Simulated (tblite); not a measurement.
Species: C₆H₁₁N₂S (charge +1).
SMILES with atom numbers: `[CH3:1][S:2]/[C:3]([NH2:4])=[CH:5]/[CH:6]=[CH:7]\[CH:8]=[NH2+:9]` (hydrogens: H10, H11, H12 on C1; H13, H14 on N4; H15 on C5; H16 on C6; H17 on C7; H18 on C8; H19, H20 on N9)
Bond orders are those of one Lewis drawing.

Computed with GFN2-xTB (tblite), gas phase: L-BFGS steps from a force-field or distance-geometry start until the largest atomic force falls under 0.01 eV/Å.

At the end of the run (lengths in Å): C7–C8 1.374, C5–C6 1.377, C3=C5 1.403, C6=C7 1.399, C8=N9 1.326, S2–C3 1.732, C3–N4 1.331, C1–S2–C3 104.6°, C6–C7–C8 125.9°, S2–C3–N4 120.8°, C5–C6–C7 127.3°, C1–S2–C3–N4 0°, S2–C3–C5–C6 180°, C3–C5–C6–C7 180°, H13–N4–C3–S2 0°, H16–C6–C5–C3 0°.

**Question.** These geometries were met on the way; a selection of coordinates is given. Order them by energy above the end point, lowest first.
A. C7–C8 1.378, C5–C6 1.379, C3=C5 1.410, C6=C7 1.421, C8=N9 1.359, S2–C3 1.776, C3–N4 1.325, C1–S2–C3 99.3°, C6–C7–C8 123.5°, S2–C3–N4 120.2°, C5–C6–C7 125.3°, C1–S2–C3–N4 59°, S2–C3–C5–C6 180°, C3–C5–C6–C7 173°, H13–N4–C3–S2 6°, H16–C6–C5–C3 -10°
B. C7–C8 1.377, C5–C6 1.379, C3=C5 1.400, C6=C7 1.403, C8=N9 1.327, S2–C3 1.732, C3–N4 1.329, C1–S2–C3 104.1°, C6–C7–C8 125.6°, S2–C3–N4 120.1°, C5–C6–C7 128.0°, C1–S2–C3–N4 12°, S2–C3–C5–C6 165°, C3–C5–C6–C7 -166°, H13–N4–C3–S2 2°, H16–C6–C5–C3 8°
C. C7–C8 1.376, C5–C6 1.383, C3=C5 1.393, C6=C7 1.395, C8=N9 1.321, S2–C3 1.757, C3–N4 1.331, C1–S2–C3 101.8°, C6–C7–C8 124.1°, S2–C3–N4 118.4°, C5–C6–C7 126.0°, C1–S2–C3–N4 48°, S2–C3–C5–C6 174°, C3–C5–C6–C7 -179°, H13–N4–C3–S2 12°, H16–C6–C5–C3 -1°
D. C7–C8 1.376, C5–C6 1.375, C3=C5 1.400, C6=C7 1.402, C8=N9 1.330, S2–C3 1.731, C3–N4 1.331, C1–S2–C3 103.1°, C6–C7–C8 126.2°, S2–C3–N4 120.9°, C5–C6–C7 126.5°, C1–S2–C3–N4 24°, S2–C3–C5–C6 166°, C3–C5–C6–C7 -169°, H13–N4–C3–S2 9°, H16–C6–C5–C3 7°
E. C7–C8 1.476, C5–C6 1.445, C3=C5 1.342, C6=C7 1.349, C8=N9 1.278, S2–C3 1.777, C3–N4 1.356, C1–S2–C3 99.6°, C6–C7–C8 124.6°, S2–C3–N4 118.7°, C5–C6–C7 127.7°, C1–S2–C3–N4 60°, S2–C3–C5–C6 -179°, C3–C5–C6–C7 172°, H13–N4–C3–S2 6°, H16–C6–C5–C3 -10°

**Answer.** B (0.093 eV), D (0.152 eV), C (0.251 eV), A (0.406 eV), E (0.679 eV).

| step | E above end (eV) | rms distance from the end, all atoms (Å) | largest force (eV/Å) | rms shift of all bonds from the end (Å) |
| --- | --- | --- | --- | --- |
| 35 | 0.093 | 0.344 | 0.192 | 0.002 |
| 27 | 0.152 | 0.425 | 0.466 | 0.003 |
| 14 | 0.251 | 0.565 | 0.248 | 0.007 |
| 1 | 0.406 | 0.600 | 1.935 | 0.015 |
| 0 | 0.679 | 0.601 | 4.088 | 0.039 |

Rows stand in the order of the answer.
